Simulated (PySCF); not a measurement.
Compound: C3H6F2O2.
Numbering: `[CH3:1][O:2][CH2:3][O:4][CH:5]([F:6])[F:7]` (hydrogens: H8, H9, H10 on C1; H11, H12 on C3; H13 on C5)

All values: PBE0/pcSseg-1 and PBE0/def2-SVPD (PySCF, non-relativistic), on one gas-phase PBE0-D3(BJ)/def2-SVP geometry that isn't relaxed in the solvent. The solvent is an IEF-PCM continuum (cavity from Bondi-type radii × 1.2). Specific hydrogen bonds and non-electrostatic terms are outside this model.

Gas phase at PBE0/pcSseg-1: HOMO -8.50 eV, LUMO 1.47 eV, dipole 2.67 D.

Task: What does the continuum do to the energy, the frontier levels and the dipole at PBE0/pcSseg-1 in chloroform and acetone?

Result: 
```csv
solvent,ε,E(solvent) − E(gas) (kJ/mol),polarisation term (kJ/mol),distortion of the solute (kJ/mol),HOMO (eV),LUMO (eV),dipole (D)
chloroform,4.711,-16.25,-17.44,1.19,-8.30,1.79,2.98
acetone,20.49,-21.43,-23.51,2.08,-8.25,1.88,3.07
```

Polarisation term: ½ Σ q·V over the induced surface charges. Distortion: the rise of the solute's own energy as its density leaves the gas-phase optimum. From chloroform to acetone the lowering changes by a factor 1.32, Onsager's factor (ε − 1)/(2ε + 1) by 1.30 and ε itself by 4.3.

Task: Which radius a makes the point-dipole formula ΔE = −[(ε − 1)/(2ε + 1)]·μ²/a³ give the value in acetone, with the gas-phase dipole?

Result: μ = 1.051 au and |ΔE| = 0.00816 Eh give a = 2.10 Å; the farthest nucleus lies 2.86 Å from the centroid of the nuclei, so such a sphere wouldn't even hold the nuclei. The formula assumes a rigid point dipole at the centre of a sphere.

Gas phase at PBE0/def2-SVPD: HOMO -8.62 eV, LUMO 0.59 eV, dipole 2.69 D.

Task: What does the continuum do to the energy, the frontier levels and the dipole at PBE0/def2-SVPD in chloroform and acetone?

Result: 
| solvent | ε | E(solvent) − E(gas) (kJ/mol) | polarisation term (kJ/mol) | distortion of the solute (kJ/mol) | HOMO (eV) | LUMO (eV) | dipole (D) |
| --- | --- | --- | --- | --- | --- | --- | --- |
| chloroform | 4.711 | -15.71 | -17.16 | 1.45 | -8.40 | 0.80 | 3.05 |
| acetone | 20.49 | -20.83 | -23.41 | 2.58 | -8.35 | 0.84 | 3.17 |

Task: How does the static polarisability (PBE0/def2-SVPD, frozen core, with the continuum's full static response) change?

Result: 
```tsv
medium	isotropic (au)	principal values (au)	⟨r²⟩ of the electrons (bohr²)
gas	49.6	44.0, 48.4, 56.6	859.9
chloroform	58.3	53.1, 57.4, 64.4	859.7
acetone	61.8	57.3, 61.1, 66.9	859.7
```

The isotropic value in acetone is 1.24 times the gas-phase one; no cavity-field correction is applied. ⟨r²⟩ is taken about the centre of nuclear charge.

Conformer computed: `[CH3:1][O:2][CH2:3][O:4][CH:5]([F:6])[F:7]`: C1–O2–C3–O4 -69°, O2–C3–O4–C5 -70°, C3–O4–C5–F6 161°.
